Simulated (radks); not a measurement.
The numbers below are computed, except where a source is named.
Task: Si VII, configuration [He] 2s2 2p4 (the NIST ground configuration). Code: a radial shooting solver on a logarithmic mesh with Libxc functionals. Model: scalar-relativistic Kohn-Sham, LDA (Slater exchange, Perdew-Wang correlation), spin-unpolarised, spherical densities, finite nucleus; Fermi nuclear charge, rms radius 3.1224 fm. Some entries of the table are withheld. Estimate them.

| orbital | occ. | eigenvalue (hartree) | r(max) (bohr) | <r^2> (bohr^2) |
|---|---|---|---|---|
| 1s | 2 | (1) | 0.07281 | 0.01672 |
| 2s | 2 | (2) | 0.4401 | (3) |
| 2p | 4 | (4) | (5) | (6) |

Result: 
(1) 1s eigenvalue (hartree): -71.27108
(2) 2s eigenvalue (hartree): -9.93134
(3) 2s <r^2> (bohr^2): 0.3373
(4) 2p eigenvalue (hartree): -8.46722
(5) 2p r(max) (bohr): 0.3659
(6) 2p <r^2> (bohr^2): 0.2906
